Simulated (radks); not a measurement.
Results of a calculation; reference values are marked as such.
Species: Ba II. Configuration: [Xe] 6s1.

Code: a radial shooting solver on a logarithmic mesh with Libxc functionals. Model: non-relativistic Kohn-Sham, PBE, spin-polarised, spherical densities, point nucleus; open shells are filled with parallel spins first (spin-orbit coupling, left out, can overturn this in heavy ions); relativity is left out, which matters for an element this heavy.

Energy parts (eV):
part                      energy
total                 -214576.63
kinetic                214503.88
electron-nucleus      -507882.69
Hartree                 84003.61
exchange-correlation    -5201.44

Orbitals (lengths in bohr, moments of r in powers of bohr; <r^-3> diverges for s and p1/2):
| orbital | occ. | eigenvalue (eV) | <r^-3> |
|---|---|---|---|
| 1s up | 1 | -35572.22 | - |
| 1s down | 1 | -35572.21 | - |
| 2s up | 1 | -5475.094 | - |
| 2s down | 1 | -5475.088 | - |
| 2p up | 3 | -5166.429 | 5837 |
| 2p down | 3 | -5166.424 | 5837 |
| 3s up | 1 | -1159.409 | - |
| 3s down | 1 | -1159.402 | - |
| 3p up | 3 | -1027.403 | 1123 |
| 3p down | 3 | -1027.396 | 1123 |
| 3d up | 5 | -781.7389 | 185.4 |
| 3d down | 5 | -781.7325 | 185.4 |
| 4s up | 1 | -230.9143 | - |
| 4s down | 1 | -230.8989 | - |
| 4p up | 3 | -182.7243 | 234.0 |
| 4p down | 3 | -182.7075 | 234.0 |
| 4d up | 5 | -98.9505 | 31.34 |
| 4d down | 5 | -98.9285 | 31.35 |
| 5s up | 1 | -36.9080 | - |
| 5s down | 1 | -36.8229 | - |
| 5p up | 3 | -24.4424 | 31.98 |
| 5p down | 3 | -24.3164 | 32.23 |
| 6s up | 1 | -7.6097 | - |

The highest occupied level is 6s up at -7.610 eV. The density falls to 0.001 e/bohr^3 at r = 4.77 bohr. The electron density at the nucleus is 1.243e+05 e/bohr^3. Summed over all electrons, <r^2> = 67.82 bohr^2, which gives a Langevin (diamagnetic) susceptibility term of -53.7 x 10^-6 cm^3/mol. Virial ratio -V/T = 2.00034.
